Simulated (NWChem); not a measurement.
Species: C$_{2}$H$_{4}$ClFSi; SMILES Cl[SiH](F)C=C

```xyz
9

Si     0.3454    -0.0097     0.3267
F      1.8413    -0.3084    -0.2200
Cl    -0.7650    -1.6959    -0.0699
C     -0.3764     1.4517    -0.5396
C     -0.7164     2.5570     0.1344
H      0.4217     0.2011     1.7922
H     -0.5384     1.4145    -1.6241
H     -0.5778     2.6410     1.2189
H     -1.1509     3.4319    -0.3615
```
Atoms are numbered in this order, from 1.

Computed with NWChem. Medium grid unless said otherwise, to which SCAN and Minnesota functionals are sensitive. Coordinates come from a PBE0/def2-SVP optimisation. Hybrids' shares of exact exchange are those that their runs print; pure functionals count as 0. The functionals differ in more than this share.

| row | share of exact exchange | orbital gap (eV) |
|---|---|---|
| PBE/def2-TZVP | 0.00 | 5.28 |
| r2SCAN/def2-TZVP | 0.00 | 5.74 |
| TPSSh/def2-TZVP | 0.10 | 6.34 |
| B3LYP/def2-TZVP | 0.20 | 6.99 |
| PBE0/def2-TZVP | 0.25 | 7.45 |
| M06-2X/def2-TZVP | 0.54 | withheld |

### Question
Fit a straight line of the last column on the one before it, predict the withheld value, and compare with the run.

### Answer

1. Means of the 5 shown rows: x = 0.110, y = 6.360. Slope Σ(x − x̄)(y − ȳ)/Σ(x − x̄)² = 0.3965/0.05200 = 7.625; intercept 5.521.
2. The shown rows scatter about the line by 0.150 (root mean square); the largest residual is -0.24, at PBE/def2-TZVP.
3. At x = 0.54 (M06-2X/def2-TZVP; beyond the shown range) the line gives 9.64.
4. The run gives 9.61, -0.03 from the line, 0.2 times the scatter.
